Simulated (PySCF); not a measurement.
Gas-phase equilibrium of 1 mol GeF₄, 43 mol H₂ at 1800 K and 0.133 bar, among 16 species (GeH₄, Ge₂H₆, F₂, GeF₂, GeF₃, F, H, GeH₃F, GeHF₃, HF, H₂, Ge₃H₈, GeH₃, GeH₂F₂, GeH₂, GeF₄). Only gases are allowed; each row takes one source of thermochemistry for all species, and Cantera finds the minimum.

Method: PySCF energies plus ideal-gas RRHO corrections (1 bar). † marks an energy on the PBE0/def2-TZVP geometry and frequencies; other levels use their own. MP2 and CCSD(T) freeze the core. 6-31G* has spherical d functions here. Open shells (unrestricted) among the columns below: F (multiplicity 2, electronic degeneracy 6), H (multiplicity 2), GeH₃ (multiplicity 2); the rest are closed-shell singlets. Spin-orbit splitting is ignored; it lowers the true energy and changes the entropy of F. B3LYP is the form with VWN-RPA correlation. Ge: all electrons, no relativistic terms. GeH₃, GeH₂: computed as isolated molecules; such fragments, hydroxides, amides, oligomers or adducts are transient or little studied in the gas. MP2 isn't extrapolated to the basis-set limit. CCSD(T) isn't extrapolated to the basis-set limit. The harmonic model lacks anharmonicity and excited electronic states, which grow with temperature; levels with a mode under 35 cm⁻¹ are left out.

Molecules larger than those listed are left out, and so are free Ge atoms, whose spin-orbit terms are large. Also missing: (HF)n, which can matter at low temperature or high pressure. Table species left out: H2F2, H3F3, H4F4.

With B3LYP/def2-TZVP† thermochemistry: H₂ 0.93, H 0.00092, HF 0.044, GeF₂ 0.022, F 2.9e-8, GeH₂ 6.8e-6, GeH₃ 1.2e-8.

### Question
How far does the composition move with the other sources (CCSD(T)/def2-SVP†, HF/6-31G*, M06-2X/def2-TZVP†, MP2/def2-SVP†, ωB97X-V/def2-TZVP†)?

### Answer
```csv
thermochemistry,x H₂,x H,x HF,x GeF₂,x F,x GeH₂,x GeH₃
B3LYP/def2-TZVP†,0.93,0.00092,0.044,0.022,2.9e-8,6.8e-6,1.2e-8
CCSD(T)/def2-SVP†,0.93,0.0023,0.045,0.022,1.1e-7,5.5e-5,3.2e-7
HF/6-31G*,0.89,0.050,0.043,0.022,0.00060,1.4e-5,2.3e-7
M06-2X/def2-TZVP†,0.93,0.0012,0.044,0.022,1.8e-8,3.1e-6,1.5e-8
MP2/def2-SVP†,0.93,0.0047,0.044,0.022,2.3e-8,1.9e-5,2.7e-7
ωB97X-V/def2-TZVP†,0.93,0.0013,0.044,0.022,2.4e-8,6.9e-6,2.8e-8
```
The most sensitive of these is F: it spans a factor of 10^4.5 over these rows; at this temperature one factor of ten is RT ln 10 = 34 kJ/mol.
